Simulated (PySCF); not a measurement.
# O⁺: excitation energy

O⁺ [He] 2s2 2p3 (4S) → O⁺ [He] 2s1 2p4 (4P), as a difference of total energies. Computed with PySCF 2.14 in dyall-acv3z (15s9p4d2f, 76 functions), with scalar relativity by spin-free X2C-1e. Correlated levels: valence: 1s2 frozen; valence and next inner shell: nothing frozen; virtual orbitals above 40 to 60 times the deepest correlated orbital energy dropped. The calculations carry no spin-orbit coupling.

| method | excitation energy (eV) | error (eV) |
| --- | --- | --- |
| UHF | 14.953 | +0.083 |
| LDA | 14.341 | -0.529 |
| PBE | 14.097 | -0.773 |
| PBE0 | 14.402 | -0.468 |
| r2SCAN | 14.078 | -0.792 |
| M06-2X | 15.138 | +0.268 |
| r2SCANh | 14.183 | -0.687 |
| BHandHLYP | 14.819 | -0.051 |
| BLYP | 14.138 | -0.732 |
| MP2 (valence) | 15.033 | +0.163 |
| SCS-MP2 (valence) | 15.045 | +0.175 |
| MP2 (valence and next inner shell) | 15.018 | +0.148 |
| SCS-MP2 (valence and next inner shell) | 15.045 | +0.175 |

Reference: 14.870 eV (measured; NIST levels, between the centres of gravity of the two terms).

Errors of the correlated levels include the incompleteness of this basis and the frozen core.
